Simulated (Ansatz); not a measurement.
Computed with Ansatz on PBE0-D4/def2-TZVP structures; ΔE is electronic, products minus reactants. CCSD(T)/CBS is the MP2 limit (def2-TZVPP, def2-QZVPP) plus CCSD(T) − MP2 in def2-TZVPP, frozen cores. DFT in def2-TZVPP. B3LYP here is the variant with VWN-RPA as its local correlation; programs differ in this. def2 core potentials past Kr. For Te outer-core shells are correlated without core-valence functions, which leaves a few kJ/mol of doubt a bond. One conformer a species, not always the lowest.

Reaction (redistribution): `BC=O` + `O[Si](O)(O)[TeH]` → `O=CB[TeH]` + `O[SiH](O)O`

```csv
level,ΔE (kcal/mol),difference from CCSD(T)/CBS
PBE-D4,-5.4,1.8
r2SCAN-D4,-5.7,1.5
PBE0-D4,-6.0,1.2
B3LYP-D4,-6.3,0.9
ωB97X-V,-5.5,1.7
ωB97M-V,-5.2,2.0
B2PLYP,-7.2,0.0
PBE,-6.2,1.0
r2SCAN,-5.8,1.4
PBE0,-6.7,0.5
B3LYP,-7.5,-0.3
HF/def2-TZVPP,-8.3,-1.1
MP2/def2-TZVPP,-7.3,-0.1
SCS-MP2/def2-TZVPP,-7.8,-0.6
CCSD/def2-TZVPP,-8.3,-1.1
CCSD(T)/def2-TZVPP,-8.1,-0.9
HF/def2-QZVPP,-8.3,-1.1
MP2/def2-QZVPP,-6.7,0.5
SCS-MP2/def2-QZVPP,-7.2,0.0
HF/CBS(def2),-8.3,-1.1
MP2/CBS(def2),-6.3,0.9
CCSD/CBS(def2),-7.4,-0.2
CCSD(T)/CBS,-7.2,0
```

Largest T1 diagnostic among the species: 0.021, so the coupled-cluster value is less sure than usual.

The D4 term adds +1.2 kcal/mol with B3LYP and +0.6 kcal/mol with PBE0; it sums over pairs of atoms, weighted by their polarisabilities, and B3LYP, whose exchange is more repulsive, gets the larger term.
